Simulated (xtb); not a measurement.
Cl₂La (SMILES [Cl][La][Cl]), doublet, from a rough starting geometry (GFN-xTB shapes and energies of metal compounds can be far from the true ones) (the multiplicity is a formal guess); GFN2-xTB (xtb 6.7.1).

xtb was given this input:
```
$ xtb mol.xyz --gfn 2 --uhf 1 --opt vtight --json

# file mol.xyz
3

La     0.65484620    -0.05229352     0.76536435
Cl     1.15262507     0.31742073    -1.59511957
Cl    -1.80957792    -0.30051517     0.86445884
```

Output, abridged:

```
   ID    Z sym.   atoms
    1   57 La     1
    2   17 Cl     2, 3

           -------------------------------------------------
          |                Calculation Setup                |
           -------------------------------------------------

           -------------------------------------------------
          |                 G F N 2 - x T B                 |
           -------------------------------------------------

          ...................................................
          :                      SETUP                      :
          :.................................................:
          :  # basis functions                  30          :
          :  # atomic orbitals                  27          :
          :  # shells                            9          :
          :  # electrons                        17          :
          :  max. iterations                   250          :
          :  Hamiltonian                  GFN2-xTB          :
          :  restarted?                      false          :
          :  GBSA solvation                  false          :
          :  PC potential                    false          :
          :  electronic temp.          300.0000000     K    :
          :  accuracy                    1.0000000          :
          :  -> integral cutoff          0.2500000E+02      :
          :  -> integral neglect         0.1000000E-07      :
          :  -> SCF convergence          0.1000000E-05 Eh   :
          :  -> wf. convergence          0.1000000E-03 e    :
          :  Broyden damping             0.4000000          :
          :  net charge                          0          :
          :  unpaired electrons                  1          :
          ...................................................

 iter      E             dE          RMSdq      gap      omega  full diag
   1      5.7257640  0.572576E+01  0.703E+01    0.79       0.0  T
   2     -8.4158397 -0.141416E+02  0.358E+01    0.00       1.0  T
   3     -9.5570822 -0.114124E+01  0.240E+01    0.04       1.0  T
   4     -9.7501415 -0.193059E+00  0.231E+01    0.09       1.0  T
   5     -9.7457694  0.437206E-02  0.234E+01    0.09       1.0  T
   6    -10.1215548 -0.375785E+00  0.154E+01    0.13       1.0  T
   7     -4.0270462  0.609451E+01  0.412E+01    0.06       1.0  T
   8     -3.9243696  0.102677E+00  0.419E+01    0.07       1.0  T
   9     -6.1788928 -0.225452E+01  0.370E+01    0.06       1.0  T
  10     -6.1026151  0.762777E-01  0.368E+01    0.05       1.0  T
  11     -5.9746012  0.128014E+00  0.376E+01    0.08       1.0  T
  12     -5.7326436  0.241958E+00  0.352E+01    0.02       1.0  T
  13     -4.4305643  0.130208E+01  0.374E+01    0.03       1.0  T
  14     -5.1307653 -0.700201E+00  0.356E+01    0.01       1.0  T
  15     -5.8866631 -0.755898E+00  0.354E+01    0.09       1.0  T
  16     -4.4433699  0.144329E+01  0.405E+01    0.09       1.0  T
  17     -3.6913597  0.752010E+00  0.423E+01    0.09       1.0  T
  18     -3.2359582  0.455401E+00  0.441E+01    0.09       1.0  T
  19     -3.1936260  0.423322E-01  0.443E+01    0.09       1.0  T
  20     -3.1214916  0.721344E-01  0.450E+01    0.09       1.0  T
  21     -3.1441112 -0.226196E-01  0.461E+01    0.09       1.0  T
  22    -10.0319493 -0.688784E+01  0.176E+01    0.17       1.0  T
  23    -10.2766882 -0.244739E+00  0.159E+01    0.15       1.0  T
  24    -10.3024123 -0.257241E-01  0.176E+01    0.14       1.0  T
  25    -10.1070587  0.195354E+00  0.172E+01    0.15       1.0  T
  26     -8.8678268  0.123923E+01  0.251E+01    0.18       1.0  T
  27     -9.9035676 -0.103574E+01  0.197E+01    0.18       1.0  T
  28     -9.4850576  0.418510E+00  0.235E+01    0.19       1.0  T
  29     -9.9643588 -0.479301E+00  0.213E+01    0.18       1.0  T
  30     -9.9610672  0.329164E-02  0.213E+01    0.18       1.0  T
  31    -10.1596410 -0.198574E+00  0.184E+01    0.17       1.0  T
  32    -10.2307159 -0.710749E-01  0.191E+01    0.16       1.0  T
[...]
         :: total energy             -10.413607585508 Eh    ::
 * total energy  :   -10.4136076 Eh     change       -0.3443290E-10 Eh
 * total energy  :   -10.4135349 Eh     change        0.7270977E-04 Eh
 * total energy  :   -10.4138352 Eh     change       -0.3002813E-03 Eh
 * total energy  :   -10.4137978 Eh     change        0.3740489E-04 Eh
 * total energy  :   -10.4138391 Eh     change       -0.4137558E-04 Eh
 * total energy  :   -10.4138431 Eh     change       -0.4001080E-05 Eh
 * total energy  :   -10.4138442 Eh     change       -0.1096191E-05 Eh
 * total energy  :   -10.4138442 Eh     change       -0.1388323E-07 Eh
   *** GEOMETRY OPTIMIZATION CONVERGED AFTER 8 ITERATIONS ***
         :: total energy             -10.413844238890 Eh    ::
[...]

           -------------------------------------------------
          |                Property Printout                |
           -------------------------------------------------

    * Orbital Energies and Occupations

         #    Occupation            Energy/Eh            Energy/eV
      -------------------------------------------------------------
         1        2.0000           -1.0951083             -29.7994
         2        2.0000           -1.0836351             -29.4872
         3        2.0000           -0.5293145             -14.4034
         4        2.0000           -0.4480346             -12.1916
         5        2.0000           -0.4437103             -12.0740
         6        2.0000           -0.4426016             -12.0438
         7        2.0000           -0.4361673             -11.8687
         8        2.0000           -0.4352133             -11.8428
         9        0.9667           -0.3710904             -10.0979 (HOMO)
        10        0.0266           -0.3644719              -9.9178 (LUMO)
        11        0.0041           -0.3626634              -9.8686
        12        0.0021           -0.3620450              -9.8517
        13        0.0005           -0.3606998              -9.8151
        14                         -0.3118023              -8.4846
        15                          0.0149854               0.4078
        16                          0.0206715               0.5625
        17                          0.0219229               0.5966
        18                          0.0220006               0.5987
        19                          0.0227378               0.6187
        20                          0.0228396               0.6215
       ...                                ...                  ...
        27                          0.4848696              13.1940
      -------------------------------------------------------------
                  HL-Gap            0.0066186 Eh            0.1801 eV
             Fermi-level           -0.3853600 Eh          -10.4862 eV

     #   Z          covCN         q      C6AA      α(0)
     1  57 La       1.415     0.235  1911.964   166.414
     2  17 Cl       0.707    -0.118   102.469    15.483
     3  17 Cl       0.707    -0.118   102.469    15.483

 Mol. C6AA /au·bohr⁶  :       3807.132909
 Mol. C8AA /au·bohr⁸  :     674128.213658
 Mol. α(0) /au        :        197.379099

Wiberg/Mayer (AO) data.
largest (>0.10) Wiberg bond orders for each atom

 ---------------------------------------------------------------------------
     #   Z sym  total        # sym  WBO       # sym  WBO       # sym  WBO
 ---------------------------------------------------------------------------
     1  57 La   2.320 --     3 Cl   1.160     2 Cl   1.160
     2  17 Cl   1.379 --     1 La   1.160     3 Cl   0.219
     3  17 Cl   1.379 --     1 La   1.160     2 Cl   0.219
 ---------------------------------------------------------------------------

Topologies differ in total number of bonds
Writing topology from bond orders to xtbtopo.mol

molecular dipole:
                 x           y           z       tot (Debye)
 q only:        0.434      -0.029       0.513
   full:        0.800      -0.053       0.946       3.152
molecular quadrupole (traceless):
                xx          xy          yy          xz          yz          zz
 q only:       -1.113      -0.629       1.181       2.834       0.442      -0.068
  q+dip:       -1.444      -1.013       0.891       5.503       0.567       0.553
   full:       -3.707      -1.826       4.810       7.000       1.498      -1.103

optimized geometry written to: xtbopt.xyz

           -------------------------------------------------
          | TOTAL ENERGY              -10.413844238890 Eh   |
          | GRADIENT NORM               0.000021944153 Eh/α |
          | HOMO-LUMO GAP               0.180100887545 eV   |
           -------------------------------------------------

normal termination of xtb
```
